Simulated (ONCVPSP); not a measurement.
**Scattering properties, ONCV potential for tantalum (Ta)**

* Element: tantalum (Ta)
* Generator: ONCVPSP 4.0.1
* Type: optimised norm-conserving Vanderbilt (ONCV)
* Functional: revPBE
* Relativity: scalar-relativistic
* Frozen core: [Kr] 4d10
* Valence charge: 27
* Reference configuration: 4f14 5s2 5p6 5d3 6s1.5 (charge +0.5)
* Partial waves: 5s+6s: rc 1.85 bohr, ncon 4, nbas 8, qcut 8.5 1/bohr, 2 projectors; 5p: rc 2.05 bohr, ncon 3, nbas 6, qcut 8.3 1/bohr, 1 projector; 5d: rc 2.50 bohr, ncon 4, nbas 9, qcut 5.5 1/bohr, 2 projectors, debl 2.3 Ha; 4f: rc 1.15 bohr, ncon 3, nbas 8, qcut 15.7 1/bohr, 1 projector
* Local potential: polynomial inside 1.10 bohr (lpopt 5, dvloc0 0 Ha)
* Core correction: Teter function, fcfact 2.25, rcfact 1.6

The phase is arctan(r·R′/R) of the radial function R(r), unwrapped; energies in Ha, scanned from -4 to 5 Ha. A pole is an energy at which the radial function vanishes at the test radius. The pseudo phase is shifted by a multiple of π to meet the all-electron one at the reference energy, and phase errors are pseudo minus all-electron; the curves can meet again beyond the range given. Levels narrower than the energy grid can be missing from the lists of poles.

```csv
channel,radius (bohr),reference energy (Ha),"poles, all-electron","poles, pseudo",unbroken range about the reference energy with phases within 0.05 rad,phase error 1 Ha above the reference energy (rad)
s,1.88,-0.31,"-2.54, 4.84","-2.54, 2.40, 4.89",below 2.3,-0.002
p,2.08,-1.57,"-1.27, 4.52","-1.28, 2.18",below -0.1,-0.015
d,2.55,-0.25,"0.15, 3.67","0.15, 3.67",the whole range,+0.001
f,1.17,-1.03,-0.48,-0.45,-1.7 to 0.8,+0.020
```

Note: no bound ghost flagged; GHOST(+) flagged for s at 65.6 eV.

Phases in the s channel:

| E (Ha) | all-electron | pseudo |
| --- | --- | --- |
| -3.98 | 1.169 | 1.169 |
| -3.74 | 1.088 | 1.088 |
| -3.50 | 0.923 | 0.923 |
| -3.26 | 0.427 | 0.427 |
| -3.02 | -0.835 | -0.835 |
| -2.78 | -1.387 | -1.387 |
| -2.54 | -1.569 | -1.569 |
| -2.30 | -1.661 | -1.661 |
| -2.06 | -1.723 | -1.723 |
| -1.82 | -1.772 | -1.772 |
| -1.58 | -1.818 | -1.818 |
| -1.34 | -1.865 | -1.865 |
| -1.10 | -1.916 | -1.916 |
| -0.86 | -1.977 | -1.978 |
| -0.62 | -2.055 | -2.055 |
| -0.38 | -2.158 | -2.158 |
| -0.14 | -2.305 | -2.305 |
| 0.10 | -2.524 | -2.524 |
| 0.34 | -2.846 | -2.847 |
| 0.58 | -3.259 | -3.260 |
| 0.82 | -3.654 | -3.657 |
| 1.06 | -3.946 | -3.948 |
| 1.30 | -4.139 | -4.143 |
| 1.54 | -4.270 | -4.274 |
| 1.78 | -4.361 | -4.367 |
| 2.02 | -4.428 | -4.438 |
| 2.26 | -4.480 | -4.503 |
| 2.50 | -4.520 | -7.612 |
| 2.74 | -4.553 | -7.682 |
| 2.98 | -4.581 | -7.715 |
| 3.22 | -4.605 | -7.741 |
| 3.46 | -4.625 | -7.762 |
| 3.70 | -4.644 | -7.781 |
| 3.94 | -4.660 | -7.798 |
| 4.18 | -4.675 | -7.814 |
| 4.42 | -4.689 | -7.828 |
| 4.66 | -4.703 | -7.841 |
| 4.90 | -4.715 | -7.854 |
